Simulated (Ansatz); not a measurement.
C$_{2}$H$_{3}$BO (`BC=C=O`). The species carries charge 0 and has multiplicity 1. Geometry: relaxed with PBE0-D4/def2-TZVP.

```xyz
7

B     0.337    0.647    0.795
C    -0.586   -0.055   -0.165
C    -0.011   -0.892   -1.017
O     0.527   -1.606   -1.735
H    -0.117    1.415    1.589
H     1.512    0.433    0.757
H    -1.662    0.059   -0.224
```

Problem. What is the dipole moment at ωB97M-V/def2-TZVPP? (Best estimate.)

Solution. The calculation gave: 1.22 D, with components (-1.13, -0.21, -0.43) D in this frame, pointing from negative to positive charge.

Problem. And with PBE, r2SCAN, B3LYP? (Estimate.)

Solution. The calculation gave: PBE 1.32 D, r2SCAN 1.26 D, B3LYP 1.24 D.

Problem. Give the Mulliken charges with ωB97M-V, B3LYP, r2SCAN in def2-TZVPP. (An estimate is asked.)

Solution. The calculation gave: 
```csv
atom,ωB97M-V,B3LYP,r2SCAN
B1,-0.17,-0.10,-0.02
C2,-0.28,-0.27,-0.28
C3,0.29,0.27,0.30
O4,-0.11,-0.09,-0.12
H5,0.07,0.03,0.00
H6,0.07,0.03,0.00
H7,0.14,0.13,0.12
```

B3LYP here is the variant with VWN-RPA as its local correlation; programs differ in this.

Program: Ansatz 0.2.0.
